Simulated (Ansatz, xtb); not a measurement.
## Relative energy of two isomers of C4H8BFO

We compare a, `B[C@@H]1CC[C@H](F)O1`, a singlet, with b, `B[C@@H]1CCO[C@@H]1F`, a singlet. Both are isolated molecules in the gas phase, relaxed with B3LYP/def2-SVP; the shapes shown needn't be the lowest conformers.

a (Å):

```xyz
15

C    -0.1011   -0.1469    0.2262
C    -0.0371    1.2191   -0.5151
C    -1.5103    1.4432   -0.8772
C    -2.2050    0.8453    0.3403
B     0.9992   -0.2820    1.3249
F    -2.1978    1.7954    1.3618
O    -1.4628   -0.2534    0.7119
H     0.7284   -0.3383    2.4963
H     2.1530   -0.3110    0.9675
H     0.0401   -0.9566   -0.5207
H     0.3041    2.0253    0.1540
H     0.6382    1.1876   -1.3810
H    -1.7814    2.4965   -1.0326
H    -1.7876    0.8676   -1.7756
H    -3.2560    0.5458    0.1989
```

b (Å):

```xyz
15

C    -0.5234    0.9923   -0.7890
C    -0.6678   -0.4847   -0.3716
C    -0.1340   -1.2363   -1.5966
C     0.7267    0.9157   -1.6722
B    -0.3256    2.0949    0.3144
F     1.8432    1.0555   -0.8221
O     0.7437   -0.3176   -2.2711
H    -0.1675    3.2434   -0.0228
H    -0.3458    1.8289    1.4912
H    -1.3633    1.2928   -1.4466
H    -0.0430   -0.6890    0.5113
H    -1.7020   -0.7634   -0.1219
H    -0.9393   -1.5154   -2.2990
H     0.4289   -2.1477   -1.3419
H     0.8309    1.7039   -2.4339
```

Quicker runs give these differences E(b) − E(a): GFN2-xTB −0.82 kcal/mol; HF/STO-3G −1.78 kcal/mol (at GFN2-xTB geometries); r2SCAN-D4/def2-SVP −0.90 kcal/mol (at GFN2-xTB geometries).

Estimate E(b) − E(a) at the level CCSD(T)/def2-SVP + ΔMP2/def2-TZVPP.

Too close to call at this level: CCSD(T)/def2-SVP + ΔMP2/def2-TZVPP gives E(b) − E(a) = −0.60 kcal/mol.

Level by level:

| level | geometry | E(b) − E(a) (kcal/mol) | departure from the last row (kcal/mol) | job, with rough time for the two |
| --- | --- | --- | --- | --- |
| GFN2-xTB | GFN2-xTB | −0.82 | −0.22 | optimisation, 0.63 s |
| HF/STO-3G | GFN2-xTB | −1.78 | −1.18 | single point, 1.5 s |
| r2SCAN-D4/def2-SVP | GFN2-xTB | −0.90 | −0.30 | single point, 11 s |
| B3LYP/def2-SVP | B3LYP/def2-SVP | −0.66 | −0.06 | optimisation, 5.6 min |
| HF/def2-SVP | B3LYP/def2-SVP | −1.14 | −0.54 | part of the CCSD(T) run |
| MP2/def2-SVP | B3LYP/def2-SVP | −1.29 | −0.69 | part of the CCSD(T) run |
| CCSD(T)/def2-SVP | B3LYP/def2-SVP | −1.23 | −0.63 | single point |
| CCSD(T)/def2-SVP + ΔMP2/def2-TZVPP | B3LYP/def2-SVP | −0.60 |  | single point, 4 min |

As drawn, both hold the same kinds of bond in the same numbers.

The largest departure from CCSD(T)/def2-SVP + ΔMP2/def2-TZVPP is that of HF/STO-3G, 1.18 kcal/mol. The last row adds to CCSD(T) the change of the MP2 difference between the two basis sets, here +0.63 kcal/mol.

With thermal terms from frequencies at re-optimised GFN2-xTB minima (ideal gas, soft modes damped towards free rotors, one conformer each, 298.15 K, 1 atm): on the last row, ΔE + ΔZPE = −0.52, ΔH = −0.46, ΔG = −0.64 kcal/mol.

The correlated steps freeze 7 core orbitals. Run with Ansatz 0.2.0, xtb 6.7.1; the last row on 2 threads of AMD EPYC (Zen 3) on a shared host.
